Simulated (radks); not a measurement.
Results of a calculation; reference values are marked as such.
Ionisation of the strontium ion Sr2+, [Kr], to Sr3+, [Ar] 3d10 4s2 4p5, under several functionals. Scalar-relativistic Kohn-Sham, spin-unpolarised, spherical densities, finite nucleus; a radial shooting solver on a logarithmic mesh with Libxc functionals.

functional         E(Sr2+) (hartree)  Exc (hartree)  IE (eV)  -e(HOMO) (eV)  <r> HOMO (bohr)  IE error (eV)
Wu-Cohen GGA             -3178.27645     -104.05071   43.283         36.528            1.546         +0.399
exchange-only B88        -3177.52657     -103.28635   42.055         35.319            1.554         -0.829
RPBE                     -3179.10121     -104.88674   43.237         36.491            1.549         +0.354
revPBE                   -3179.03098     -104.81592   43.234         36.486            1.548         +0.351
PW91                     -3179.44752     -105.23693   43.338         36.587            1.548         +0.455
SCAN                     -3179.65054     -105.35946   43.880         37.149            1.544         +0.996
exchange-only PBE        -3177.02955     -102.77765   42.027         35.301            1.557         -0.857

NIST Atomic Spectra Database: 42.884 eV (measured). Closest: revPBE. The Delta-SCF values span 1.85 eV, the total energies 2.62 hartree. The highest occupied level is 4p. Spin polarisation and multiplet splitting are left out, so open shells lie too high by an amount that depends on their filling.

Beside tabulated values, note that spin-unpolarised runs miss the spin-polarisation part of the exchange energy of open shells.
